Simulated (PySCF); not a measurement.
# Orbital picture of AsH⁺

UHF at R = 1.539 Å; As def2-SVPD, H def2-SVPD; no relativity (PySCF 2.14). State: ²Π (doublet), unpaired electrons π ↑. Only the outer orbitals are listed, counted within each symmetry.

```json
{"spin": "α", "orbital": "7σ", "occ.": "1", "ε (eV)": "-29.92", "on As (%)": "88", "main shells (%)": "86 As s, 11 H s"}
{"spin": "α", "orbital": "8σ", "occ.": "1", "ε (eV)": "-20.23", "on As (%)": "72", "main shells (%)": "59 As p, 28 H s, 10 As s"}
{"spin": "α", "orbital": "4π", "occ.": "1", "ε (eV)": "-18.06", "on As (%)": "101", "main shells (%)": "101 As p"}
{"spin": "α", "orbital": "4π", "occ.": "0", "ε (eV)": "-8.61", "on As (%)": "99", "main shells (%)": "98 As p"}
{"spin": "α", "orbital": "9σ", "occ.": "0", "ε (eV)": "-3.03", "on As (%)": "77", "main shells (%)": "46 As s, 17 As d, 14 H s"}
{"spin": "α", "orbital": "10σ", "occ.": "0", "ε (eV)": "-2.04", "on As (%)": "91", "main shells (%)": "50 As s, 33 As d"}
{"spin": "β", "orbital": "7σ", "occ.": "1", "ε (eV)": "-27.76", "on As (%)": "79", "main shells (%)": "76 As s, 20 H s"}
{"spin": "β", "orbital": "8σ", "occ.": "1", "ε (eV)": "-19.75", "on As (%)": "73", "main shells (%)": "53 As p, 28 H s, 18 As s"}
{"spin": "β", "orbital": "4π", "occ.": "0", "ε (eV)": "-8.11", "on As (%)": "98", "main shells (%)": "98 As p"}
{"spin": "β", "orbital": "4π", "occ.": "0", "ε (eV)": "-6.64", "on As (%)": "95", "main shells (%)": "95 As p"}
{"spin": "β", "orbital": "9σ", "occ.": "0", "ε (eV)": "-2.77", "on As (%)": "83", "main shells (%)": "57 As s, 15 As d, 10 H p"}
```

**Question.** Which are the highest filled and the lowest empty level, where do they sit, and how wide is the gap?

**Answer.** Highest filled α 4π at -18.06 eV (in %: 101 As p); lowest empty α 4π at -8.61 eV (in %: 98 As p); the gap at UHF is 9.45 eV. Both belong to one degenerate shell, split only by its one-sided filling, so this is no excitation gap.

The bond order (Mayer) is 0.94, the ⟨S²⟩ is 0.762 and the charge on As (Mulliken, basis-dependent) is 0.87. The charge on As (Löwdin, basis-dependent) is 1.18, the dipole moment (positive dipole points towards H; it is taken about the centre of mass and depends on that origin) is 0.91 D and the polarisability along the bond is 24.0 bohr³. The polarisability across the bond is 18.7 bohr³.

Shares are Mulliken populations and can fall outside 0 to 100 %.

Spin–orbit coupling is left out. The state was picked by a PBE0 search and need not be the measured ground state.
